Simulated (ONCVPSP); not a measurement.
What one change does to a pseudopotential (Cd (Z = 48), ONCV)

| Item | Value |
| --- | --- |
| Element | cadmium (Cd) |
| Generator | ONCVPSP 4.0.1 |
| Type | optimised norm-conserving Vanderbilt (ONCV) |
| Functional | PBE |
| Relativity | fully relativistic |
| Frozen core | [Ar] 3d10 |
| Valence charge | 20 |
| Reference configuration | 4s2 4p6 4d10 5s1.5 5p0.5 |
| Partial waves | 4s+5s: rc 1.55 bohr, ncon 4, nbas 8, qcut 6.3 1/bohr, 2 projectors; 4p+5p: rc 1.30 bohr, ncon 4, nbas 7, qcut 12.8 1/bohr, 2 projectors; 4d: rc 1.45 bohr, ncon 5, nbas 9, qcut 8.8 1/bohr, 2 projectors, debl 4 Ha |
| Local potential | polynomial inside 1.20 bohr (lpopt 5, dvloc0 4 Ha) |
| Core correction | polynomial model core, fcfact 0.45 |

Open shells are filled in proportion to 2j + 1.

All-electron outer shells of the reference configuration (PBE, scalar-relativistic, ld1.x):

| shell | level (eV) | outermost node (bohr) | outermost maximum (bohr) |
| --- | --- | --- | --- |
| 3p | -602.30 | 0.14 | 0.32 |
| 3d | -394.66 | – | 0.27 |
| 4s | -106.96 | 0.43 | 0.79 |
| 4p | -68.02 | 0.43 | 0.84 |
| 4d | -12.76 | 0.42 | 0.98 |
| 5s | -6.34 | 1.06 | 2.32 |
| 5p | -1.67 | 1.19 | 3.25 |

Change: p: qcut 7.8.

Cutoffs: the cutoffs (Ha) at which the residual kinetic energy of the hardest occupied pseudo-wave falls to 1 and 0.1 mHa per electron; they do not see the model core or the augmentation charge, which bear on the density cutoff. Errors are all-electron minus pseudo energies relative to the spin-unpolarised reference configuration.

Q: What does the change do?

A: The potential gets neither clearly harder nor softer (48 Ha and 58 Ha → 33 Ha and 71 Ha); the d channel sets the loose cutoff, while the largest relative change is in p, which becomes softer; the errors of the 4 common tests hardly move; neither file shows a bound ghost.

```csv
quantity,base,changed
"cutoff, loose",48 Ha,33 Ha
"cutoff, tight",58 Ha,71 Ha
loose cutoff by channel,"s 15 Ha, p 48 Ha, d 33 Ha","s 15 Ha, p 20 Ha, d 33 Ha"
bound ghosts,none,none
GHOST(+) flags under 300 eV,none,none
"error for 4s2 4p6 4d10 5s2 5p0, meV [ΔE -2.28 eV]",-0.3,-0.2
"error for 4s2 4p6 4d10 5s1 5p0, meV [ΔE 6.99 eV]",-0.1,-0.1
"error for 4s2 4p6 4d10 5s0 5p0, meV [ΔE 24.12 eV]",-4.1,-4.1
"error for 4s2 4p6 4d10 5s1.5 5p0, meV [ΔE 1.43 eV]",+0.1,+0.1
s: phases at 1.58 bohr within 0.05 rad from the reference energy up to (Ha; the scan ends near 5),to the end of the scan,to the end of the scan
p3/2: phases at 1.32 bohr within 0.05 rad from the reference energy up to (Ha; the scan ends near 5),to the end of the scan,to the end of the scan
p1/2: phases at 1.32 bohr within 0.05 rad from the reference energy up to (Ha; the scan ends near 5),to the end of the scan,to the end of the scan
d5/2: phases at 1.47 bohr within 0.05 rad from the reference energy up to (Ha; the scan ends near 5),to the end of the scan,to the end of the scan
d3/2: phases at 1.47 bohr within 0.05 rad from the reference energy up to (Ha; the scan ends near 5),to the end of the scan,to the end of the scan
"rms error of d²Exc/dni dnj with the model core, mHa",2.83,2.70
```
